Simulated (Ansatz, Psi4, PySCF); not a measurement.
F$_{2}$Sb (SMILES [F][Sb+][F]), charge +1, singlet, at a GFN2-xTB geometry (all electrons, no relativity). Base run: PBE0/STO-3G in PySCF.

Geometry (Å):
```xyz
3

Sb     0.3091     0.1458     0.1171
F     -1.0171     0.5690    -1.1808
F     -0.7344    -1.3950     0.5170
```
Charge +1, spin multiplicity 1.
All else is at PySCF's defaults.

The same geometry, method and basis name were run in Ansatz (a program for electronic structure) and Psi4 and PySCF, at each program's defaults and at the settings that a row names. The base is PySCF at its defaults. Differences at the defaults can come from grids, fitting, cores and function types together.

```
code and settings                                                               ΔE vs base (µEh)  basis functions       E (Eh)  SCF cycles
------------------------------------------------------------------------------  ----------------  ---------------  -----------  ----------
PySCF, defaults (exact integrals, its default grid, spherical functions)                     0.0               37  -6449.53918           8
Ansatz, defaults (factorised integrals, its default grid, spherical functions)               0.2               37  -6449.53918           -
PySCF, fine grid                                                                             7.9               37  -6449.53917           8
Psi4, exact integrals, spherical functions, fine grid                                        ___               37          ___          10
Ansatz, high accuracy                                                                        2.6               37  -6449.53918           -
```

**Question.** Fill in the missing entries.

**Answer.** 
- Psi4, exact integrals, spherical functions, fine grid, ΔE vs base (µEh): 93.6
- Psi4, exact integrals, spherical functions, fine grid, E (Eh): -6449.53909
